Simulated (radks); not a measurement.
Values are calculated unless marked as measured or tabulated.
Problem. All-electron atom: Eu3+ in [Xe] 4f6. Level of theory: non-relativistic Kohn-Sham, TPSS, spin-unpolarised, spherical densities, point nucleus; meta-GGA in the generalised Kohn-Sham scheme; relativity is left out, which matters for an element this heavy (a radial shooting solver on a logarithmic mesh with Libxc functionals). Some entries of the table are withheld. Estimate them.

orbital,occ.,eigenvalue (Ry),<r> (bohr),r(max) (bohr)
1s,2,-3352.595,0.02408,0.01596
2s,2,-533.5625,0.1026,0.08747
2p,6,(1),0.08706,0.06816
3s,2,-118.9193,0.2652,0.2439
3p,6,-107.1817,0.2551,0.2312
3d,10,-85.40105,0.2269,0.1852
4s,2,-25.11738,0.5990,0.5579
4p,6,-20.55260,0.6138,0.5640
4d,10,-12.46129,0.6512,0.5726
5s,2,(2),1.433,1.296
5p,6,-3.68051,(3),1.405
4f,6,-2.70587,0.8412,(4)

Solution. 
(1) 2p eigenvalue (Ry): -507.0487
(2) 5s eigenvalue (Ry): -4.93844
(3) 5p <r> (bohr): 1.587
(4) 4f r(max) (bohr): 0.5717
